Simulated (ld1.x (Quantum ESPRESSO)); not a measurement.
Pseudopotential generation for I (Z = 53): ultrasoft, PBE, scalar-relativistic.

| Property | Result |
| --- | --- |
| Element | iodine |
| Generator | ld1.x (Quantum ESPRESSO) 7.5 |
| Type | ultrasoft |
| Functional | PBE |
| Relativity | scalar-relativistic |
| Frozen core | [Kr] |
| Valence charge | 17 |
| Reference configuration | 4d10 5s2 5p5 |
| Partial waves | 5s (bound): rcut 1.75, rcutus 1.85 bohr; 5s channel at -0.6 Ry: rcut 1.75, rcutus 1.85 bohr; 5p (bound): rcut 1.70, rcutus 2.15 bohr; 5p channel at 0.35 Ry: rcut 1.70, rcutus 2.15 bohr; 4d (bound): rcut 0.95, rcutus 1.35 bohr; 4d channel at -2.45 Ry: rcut 0.95, rcutus 1.35 bohr |
| Local potential | all-electron potential smoothed inside 1.90 bohr (lloc = -1) |
| Core correction | a·sin(br)/r model core inside 0.66 bohr |
| Augmentation charge | built from norm-conserving waves at rcut, not smoothed further |

* Cutoffs needed: 90 Ry and 140 Ry (the cutoffs (Ry, on a coarse ladder) from which the occupation-weighted sum of valence levels, in a spherical-Bessel basis at the reference potential, stays within 10 and 1 mRy of its value at 400 Ry)
* Ghost test: no extra level below or beside the all-electron valence levels (s, p, d, f tested) (spherical-Bessel basis up to 400 Ry, 20 bohr box)
* Largest excitation error: -392 meV (all-electron minus pseudo) for 4d9 5s2 5p6, out of 7 test configurations
* Lowest eigenvalue of the overlap operator: 0.29 (s channel)
